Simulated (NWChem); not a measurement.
C₂H₂N₃, doublet; SMILES [c]1nc[nH]n1

```xyz
7

C      1.1529     0.0779     0.0000
N      0.5639    -1.0919     0.0000
N     -0.7507    -0.6935     0.0000
C     -0.8287     0.6560     0.0000
N      0.3928     1.1803     0.0000
H     -1.4885    -1.3849     0.0000
H     -1.7623     1.2028     0.0000
```
Atoms are numbered in this order, from 1.

All runs: NWChem. Spin-unrestricted. In the optimisation the excess spin sits in a' (Cs, its own frame). Coordinates come from a B3LYP/6-31G* (spherical d), spin-unrestricted optimisation. No stability test was run on the SCF state. Fermi-contact couplings, non-relativistic, static geometry.

```
level            A(iso) 13C atom 1 (MHz)  A(iso) 14N atom 2 (MHz)  A(iso) 14N atom 3 (MHz)  A(iso) 13C atom 4 (MHz)  A(iso) 14N atom 5 (MHz)  A(iso) 1H atom 6 (MHz)   <S²>
---------------  -----------------------  -----------------------  -----------------------  -----------------------  -----------------------  ----------------------  -----
PBE0/IGLO-III                        723                     84.3                     24.4                     61.8                     79.0                     5.6  0.759
TPSSh/IGLO-III                       720                      [?]                     24.5                      [?]                      [?]                     [?]  0.758
PBE0/pcJ-1                           734                     84.4                     24.3                     62.4                     79.4                     5.3  0.758
CAM-B3LYP/pcJ-1                      731                     89.1                     24.6                     62.7                     83.7                     4.7  0.757
```

Question: Complete the blanks.

Answer: 
- TPSSh/IGLO-III, A(iso) 14N atom 2 (MHz): 85.0
- TPSSh/IGLO-III, A(iso) 13C atom 4 (MHz): 63.7
- TPSSh/IGLO-III, A(iso) 14N atom 5 (MHz): 80.7
- TPSSh/IGLO-III, A(iso) 1H atom 6 (MHz): 6.8
